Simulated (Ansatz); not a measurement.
Consider the hydrogenolysis of the Si–Cl bond: `CN[SiH]([SiH3])Cl` + H₂ → `CN[SiH2][SiH3]` + HCl.

Computed with Ansatz on PBE0-D4/def2-TZVP structures; ΔE is electronic, products minus reactants. CBS: MP2 limit from def2 TZ/QZ plus the TZ coupled-cluster correction, frozen cores. This one scheme is used for every species. DFT in def2-TZVPP. HSE06 is defined as in plane-wave codes. Each species was taken in one conformer, which may not be the lowest.

```
             level  ΔE (eV)
        r2SCAN0-D4     1.04
          HSE06-D4     1.00
           ωB97X-V     1.00
RPA@PBE/def2-TZVPP     0.89
       HF/def2-SVP     0.78
  CCSD(T)/def2-SVP     0.84
SCS-MP2/def2-TZVPP     1.00
     HF/def2-QZVPP     0.85
```

Problem. What does CCSD(T)/CBS give? (An estimate is asked.)

Solution. Ansatz gave: +1.03 eV. The listed levels differ from it by 0.01, -0.03, -0.03, -0.14, -0.25, -0.19, -0.03, -0.18 eV.

Largest T1 diagnostic among the species: 0.012.

In def2-TZVPP, CCSD(T) changes the Hartree–Fock value by +0.11 eV (the triples alone add +0.04 eV) and MP2 by +0.23 eV. At CCSD(T), def2-SVP lies −0.18 eV from the extrapolated value and def2-TZVPP −0.07 eV.
